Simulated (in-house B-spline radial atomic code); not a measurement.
**PBE0 excitations of the iron ion Fe⁸⁺**

Method: PBE0. Computed with an all-electron radial atomic-structure program (B-spline basis): linear response of the closed shell [Ne] 3s2 3p6 with the functional's adiabatic kernel; non-relativistic, point nucleus, no spin-orbit coupling, no double excitations, S, P, D and F terms only. Only terms of natural parity with L up to 3 were computed.

Command:
```bash
python run_td.py task.json out
```
Settings (radii: box in bohr, nucleus in fm):
```
Z                        26
electrons                18
configuration            [Ne] 3s2 3p6
hamiltonian              nr
method                   pbe0
box_radius               11.59
intervals                51
```

Run time, properties included: 0.8 s on 1 thread of Arm Neoverse N1 (shared host).

The lowest states, in the order of their Tamm-Dancoff energies; the method's threshold (minus the highest occupied level) is 223.82 eV. Labels give the largest channel, * marks a mixed state, and oscillator strengths are full-response dipole values. Semilocal kernels can invert the small singlet-triplet splittings of Rydberg terms. Energies in eV:

```
     state  full response  Tamm-Dancoff  oscillator strength
3p → 3d 3P          50.13         50.30                    -
3p → 3d 3F          50.93         51.21                    -
3p → 3d 1F          55.83         55.84                    -
3p → 3d 1P          71.32         74.39                 2.86
3s → 3d 3D          87.94         88.02                    -
3s → 3d 1D              ?             ?                    -
3p → 4s 3P         116.20        116.21                    -
3p → 4s 1P         117.34        117.38                0.302
3p → 4p 3S         126.18        126.22                    -
3p → 4p 3D              ?             ?                    -
```

Where does 3s → 3d 1D lie?

At 93.66 eV in full response, 93.80 eV in Tamm-Dancoff.

Where does 3p → 4p 3D lie?

At 127.45 eV in full response, 127.47 eV in Tamm-Dancoff.

How large is the singlet-triplet splitting of 3p → 3d (F terms) in Tamm-Dancoff?

4.63 eV, from the unrounded values.

What polarisabilities and dispersion coefficient does the method give?

Dipole 0.4995 bohr³, quadrupole 0.3127 bohr⁵, C6 0.5759 hartree·bohr⁶ for two such species.
